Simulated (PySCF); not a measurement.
**`CC[C@@H](C)C(=O)O`, C5H10O2**

Geometry (Å), atoms numbered from 1 in this order:
```xyz
17

C     1.589    1.395   -0.171
C     1.180   -0.027    0.175
C    -0.287   -0.334   -0.107
C    -0.614   -1.821    0.061
C    -1.196    0.460    0.804
O    -0.900    0.901    1.884
O    -2.428    0.595    0.290
H     1.407    1.619   -1.234
H     2.660    1.559    0.024
H     1.029    2.126    0.433
H     1.371   -0.220    1.244
H     1.795   -0.745   -0.392
H    -0.540   -0.042   -1.141
H    -1.673   -2.025   -0.151
H    -0.002   -2.424   -0.627
H    -0.396   -2.152    1.089
H    -2.951    1.067    0.956
```

Theory: PySCF 2.14.0, quadratic response CAM-B3LYP/aug-cc-pVDZ first hyperpolarisability, Taylor convention, gas phase. Geometry: PBE0-D3(BJ)/def2-SVP.

Task: Give the tensor of the second harmonic β(−2ω;ω,ω) at 1064 nm in the axes of these coordinates.

Result: In au, Taylor convention; rows are the first index (the induced dipole):
```csv
,xx,yy,zz,xy,xz,yz
x,+10.4,+10.4,+4.6,-15.6,-19.6,+16.8
y,-15.8,+12.5,+0.8,+10.5,+16.7,+1.2
z,-20.0,+1.2,+29.2,+16.8,+4.5,+0.9
```
Norm of βᵢ = ⅓ Σⱼ (βᵢⱼⱼ + βⱼᵢⱼ + βⱼⱼᵢ): 27.6 au, hyper-Rayleigh value 23.3 au.
